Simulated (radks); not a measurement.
Question: These are the eigenvalues of the occupied orbitals of an atom or ion with whole-number occupations (eV). Method: non-relativistic Kohn-Sham, PBE, spin-unpolarised, spherical densities, point nucleus; computed with a radial shooting solver on a logarithmic mesh with Libxc functionals.

1s: -60.4092

Which element is it, and in what charge state? The configuration may be excited.

Answer: Z = 3, lithium, charge +1: Li+ in [He]. The 1s level, -2.22 hartree, gives Z - s = 2.1 by -(Z - s)^2/2, which with screening narrows Z to a few neighbours, and the depths must fix Z and the occupations together.
